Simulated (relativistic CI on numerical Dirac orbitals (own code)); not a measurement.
**d1 to d9 in one tetrahedral field**

Computed with a parametric ligand-field model without spin-orbit coupling, by exact diagonalisation: B = 620, C = 2440, 10Dq = -3800 cm⁻¹ (Td; |10Dq|/B = 6.1) for every shell. Energies in cm⁻¹; the field energy is (0.6 n_e − 0.4 n_t2) × 10Dq of the ground term; g labels are left out.

```
Shell  Ground term  Electrons in e  Field energy  First spin-allowed bands  Lowest term of other spin
   d1           2E           1.000         -2280                  2T2 3800                           
   d2          3A2           2.000         -4560        3T2 3800, 3T1 6525                    1E 9313
   d3          4T1           1.892         -2629        4T2 3236, 4A2 7036                    2E 7842
   d4          5T2           2.000         -1520                   5E 3800                   3T1 9762
   d5          6A1           2.000             0                      none                  4T1 16051
   d6           5E           3.000         -2280                  5T2 3800                  3T1 10145
   d7            ?               ?             ?                         ?                          ?
   d8          3T1           3.892         -2629        3T2 3236, 3A2 7036                   1T2 8814
   d9          2T2           4.000         -1520                   2E 3800
```

Q: Fill in the row of d7.

A: Ground term: 4A2; Electrons in e: 4.000; Field energy: -4560; First spin-allowed bands: 4T2 3800, 4T1 6525; Lowest term of other spin: 2E 11220. Every shell keeps the spin of the free ion. Tetrahedral fields of 3d complexes are almost always too weak to pair spins. High-spin d^(n+5) repeats the spin-allowed bands of d^n, since the half-filled shell is spherical.
